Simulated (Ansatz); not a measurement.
`NB1O[SiH]1F` + H₂ → `NB1O[SiH2]1` + H–F  (hydrogenolysis of the Si–F bond)

Computed with Ansatz on PBE0-D4/def2-TZVP structures; ΔE is electronic, products minus reactants. CCSD(T)/CBS is the MP2 limit (def2-TZVPP, def2-QZVPP) plus CCSD(T) − MP2 in def2-TZVPP, frozen cores. This one scheme is used for every species. Functionals use def2-TZVPP. B3LYP here is the variant with VWN-RPA as its local correlation; programs differ in this. One conformer a species, not always the lowest.

```json
{"level": "revPBE-D4", "ΔE (kJ/mol)": "117.5", "difference from CCSD(T)/CBS": "-3.7"}
{"level": "BLYP-D4", "ΔE (kJ/mol)": "127.2", "difference from CCSD(T)/CBS": "6.0"}
{"level": "r2SCAN-D4", "ΔE (kJ/mol)": "129.7", "difference from CCSD(T)/CBS": "8.5"}
{"level": "B97M-V", "ΔE (kJ/mol)": "129.0", "difference from CCSD(T)/CBS": "7.8"}
{"level": "PBE0-D4", "ΔE (kJ/mol)": "115.4", "difference from CCSD(T)/CBS": "-5.8"}
{"level": "B3LYP-D4", "ΔE (kJ/mol)": "125.3", "difference from CCSD(T)/CBS": "4.1"}
{"level": "CAM-B3LYP-D4", "ΔE (kJ/mol)": "127.7", "difference from CCSD(T)/CBS": "6.5"}
{"level": "revPBE", "ΔE (kJ/mol)": "114.2", "difference from CCSD(T)/CBS": "-7.0"}
{"level": "PBE0", "ΔE (kJ/mol)": "114.3", "difference from CCSD(T)/CBS": "-6.9"}
{"level": "B3LYP", "ΔE (kJ/mol)": "123.3", "difference from CCSD(T)/CBS": "2.1"}
{"level": "BHLYP", "ΔE (kJ/mol)": "124.4", "difference from CCSD(T)/CBS": "3.2"}
{"level": "CAM-B3LYP", "ΔE (kJ/mol)": "126.7", "difference from CCSD(T)/CBS": "5.5"}
{"level": "RPA@PBE/def2-TZVPP", "ΔE (kJ/mol)": "118.2", "difference from CCSD(T)/CBS": "-3.0"}
{"level": "SCS-MP2/def2-TZVPP", "ΔE (kJ/mol)": "124.5", "difference from CCSD(T)/CBS": "3.3"}
{"level": "CCSD/def2-TZVPP", "ΔE (kJ/mol)": "119.0", "difference from CCSD(T)/CBS": "-2.2"}
{"level": "HF/def2-QZVPP", "ΔE (kJ/mol)": "123.7", "difference from CCSD(T)/CBS": "2.5"}
{"level": "CCSD(T)/CBS", "ΔE (kJ/mol)": "121.2", "difference from CCSD(T)/CBS": "0"}
```

**Question.** What do rigid-rotor, harmonic-oscillator terms from PBE0-D4/def2-TZVP frequencies (298.15 K, 1 bar) make of the CCSD(T)/CBS value? (Best estimate.)

**Answer.** Ansatz gave: ΔZPE = +10.9 kJ/mol, ΔH = +130.2 kJ/mol, ΔS = 22 J/(mol·K), ΔG = +123.5 kJ/mol.

Largest T1 diagnostic among the species: 0.014.

From r2SCAN to r2SCAN0 (25 % exact exchange), in def2-TZVPP and without D4, ΔE moves by −4.5 kJ/mol. Leaving LDA and LC-ωPBE aside and taking each functional with its dispersion term where it has one, the values, not all of them listed here, spread over 14.7 kJ/mol, from HSE06-D4 to r2SCAN-D4. At CCSD(T), def2-SVP lies −16.7 kJ/mol from the extrapolated value and def2-TZVPP −1.1 kJ/mol.
